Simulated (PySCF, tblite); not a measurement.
Compound: C₆H₇N₃Si.
SMILES with atom numbers: `[SiH3:1][n:2]1[n:3][c:4]2[cH:5][cH:6][cH:7][cH:8][c:9]2[n:10]1` (hydrogens: H11, H12, H13 on Si1; H14 on C5; H15 on C6; H16 on C7; H17 on C8)

Structure optimised with GFN2-xTB, isolated species.

List the bond lengths and angles at this level.

```
                     bond  length (Å)     order
                   Si1–N2       1.768    single
            N2–N3, N2–N10       1.316  aromatic
            N3–C4, C9–N10       1.337  aromatic
             C4–C5, C8–C9       1.403  aromatic
             C5–C6, C7–C8       1.367  aromatic
                    C6–C7       1.413  aromatic
                    C4–C9       1.434  aromatic
Si1–H11, Si1–H12, Si1–H13       1.459    single
           C5–H14, C8–H17       1.078    single
           C6–H15, C7–H16       1.081    single
```

Bonds in one row agree within 0.01 Å and their mean is given. Orders are formal, as drawn. A selection of angles:
```
    angle  degrees
Si1–N2–N3    122.3
N3–N2–N10    115.8
 N2–N3–C4    104.8
 N3–C4–C5    132.0
 N3–C4–C9    107.3
 C5–C4–C9    120.7
 C4–C5–C6    117.1
 C5–C6–C7    122.2
```

The C–C distances run from 1.367 Å (C7–C8, aromatic) to 1.434 Å (C4–C9, aromatic), a spread of 0.067 Å. The 10 heavy atoms lie in one plane (0.011 Å rms). N2 (pyrrole-type nitrogen) is planar (angles 122.3°, 121.9° and 115.8°, sum 360.0°, 0.02 Å off the plane of its three neighbours). The 5-membered ring N2–N3–C4–C9–N10 has internal angles of 104.8° to 115.8°; it is planar, 0.00 Å rms from its mean plane, widest ring torsion 0°. The 6-membered ring C4–C5–C6–C7–C8–C9 has internal angles of 117.1° to 122.2°; it is planar, 0.00 Å rms from its mean plane, widest ring torsion 0°. Si1 (SiH3 silicon) is distorted tetrahedral (angles from 103.9° to 115.2°).

Point group: near Cs, missed by 0.14 Å at most; the miss may be what the optimiser left on a soft mode. Its GFN2-xTB frequencies are all real (lowest 22 cm⁻¹).

These are computed values.
